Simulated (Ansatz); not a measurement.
Consider the substitution at a C–B bond: `B[CH2][GaH][CH3]` + H–F → `[CH3][GaH][CH2]F` + BH₃.

Program: Ansatz. Geometries: PBE0-D4/def2-TZVP. ΔE: electronic, gas phase. CCSD(T)/CBS adds triple-zeta CCSD(T) − MP2 to the extrapolated MP2 energy (def2 sets, frozen cores). This one scheme is used for every species. Functionals use def2-TZVPP. For Ga outer-core shells are correlated without core-valence functions, which leaves a few kJ/mol of doubt a bond. Scalar relativity is left out up to krypton. One conformer a species, not always the lowest.

`B[CH2][GaH][CH3]`:

Cartesian coordinates in Å:
```
B 0.663 -0.149 -1.737
C 0.876 -1.127 -0.610
Ga -0.629 -0.563 0.621
C -0.670 1.252 1.363
H 1.100 0.968 -1.670
H -0.032 -0.431 -2.675
H 0.708 -2.189 -0.787
H 1.730 -0.940 0.052
H -1.683 -1.674 0.979
H -1.255 1.890 0.692
H 0.332 1.680 1.424
H -1.141 1.285 2.347
```

H–F:

Z-matrix (Å, degrees):
```
F
H 1 0.920
```

`[CH3][GaH][CH2]F`:

Cartesian coordinates in Å:
```
C -1.223 -0.971 0.750
Ga 0.042 0.517 0.568
C 1.188 0.675 -1.056
F 0.954 -0.362 -1.959
H -1.003 -1.546 1.653
H -2.242 -0.589 0.856
H -1.183 -1.637 -0.112
H 0.204 1.629 1.673
H 2.253 0.659 -0.795
H 1.010 1.623 -1.579
```

BH₃:

```xyz
4

B     0.000    0.000    0.000
H     0.605    1.021    0.130
H    -0.325   -0.627    0.962
H    -0.280   -0.393   -1.091
```

```tsv
species	r2SCAN energy (Eh)
`B[CH2][GaH][CH3]`	-2030.66653
H–F	-100.44665
`[CH3][GaH][CH2]F`	-2104.46683
BH₃	-26.58636
```

Q: Work out ΔE.

A: ΔE = (-2104.46683) + (-26.58636) − (-2030.66653) − (-100.44665) = 0.05999 Eh = +1.63 eV. CCSD(T)/CBS gives +1.71 eV.

Largest T1 diagnostic among the species: 0.012.

The D4 term adds +0.08 eV with B3LYP and +0.04 eV with PBE0; it sums over pairs of atoms, weighted by their polarisabilities, and B3LYP, whose exchange is more repulsive, gets the larger term. In def2-TZVPP, CCSD(T) changes the Hartree–Fock value by +0.39 eV (the triples alone add +0.05 eV) and MP2 by +0.52 eV.

B3LYP here is the variant with VWN-RPA as its local correlation; programs differ in this.
